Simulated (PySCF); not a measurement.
C3H9FSi2, SMILES F[SiH2]C1([SiH3])CC1.

Geometry optimised at PBE-D3(BJ)/def2-SVP. This is a generated structure with no PubChem entry under its InChIKey; it may be hypothetical. The values are those of a single conformer.

All values below come from PySCF 2.14.0 with PBE-D3(BJ)/def2-SVP.

Frequencies are harmonic and unscaled.

Estimate the vibrational spectrum. (An estimate is asked for; the answer gives what the named calculation found.)


```
mode  ν (cm⁻¹)  IR (km/mol)  moving atoms (share of kinetic energy)
----  --------  -----------  --------------------------------------
1           39          0.7          F 43 %, H 27 %, Si 21 %, C 9 %
2          106          1.0         H 40 %, F 33 %, Si 16 %, C 11 %
3          116          0.4         H 62 %, F 13 %, C 12 %, Si 12 %
4          175          1.3                 C 35 %, H 32 %, Si 31 %
5          217          0.4                 C 42 %, H 38 %, Si 18 %
6          226          0.4                 C 42 %, H 38 %, Si 19 %
7          317          7.9         C 44 %, F 22 %, H 20 %, Si 13 %
8          452          1.3                 Si 63 %, C 22 %, H 15 %
9          571          3.5                         H 76 %, Si 20 %
10         627         12.7                         H 77 %, Si 15 %
11         654         55.8                 H 68 %, C 17 %, Si 15 %
12         717         14.8                                  H 91 %
13         752         37.6                          H 75 %, C 16 %
14         806         51.1                  H 63 %, C 22 %, Si 8 %
15         832         11.9         F 37 %, H 37 %, Si 14 %, C 12 %
16         862         98.7           C 55 %, H 28 %, Si 9 %, F 8 %
17         878        212.2                          H 75 %, C 19 %
18         905         43.3                                  H 90 %
19         909          1.3                           H 87 %, C 9 %
20         916        128.3                                  H 89 %
21         927         75.7                         H 80 %, Si 10 %
22         939         39.0                          H 81 %, C 12 %
23         953        153.8                          C 60 %, H 31 %
24        1015          0.7                          H 70 %, C 30 %
25        1036          4.3                          H 73 %, C 27 %
26        1124          0.2                          H 75 %, C 25 %
27        1136         26.8                          C 51 %, H 45 %
28        1243         38.1                          C 71 %, H 28 %
29        1393          6.2                                  H 93 %
30        1434          0.2                          H 72 %, C 28 %
31        2146        119.8                                  H 98 %
32        2158         85.8                                  H 97 %
33        2164         57.8                                  H 96 %
34        2176         83.2                                  H 96 %
35        2181        156.7                                  H 96 %
36        3041         10.0                                  H 95 %
37        3046         10.1                                  H 95 %
38        3127          0.3                          H 89 %, C 11 %
39        3137          4.3                          H 89 %, C 11 %
```
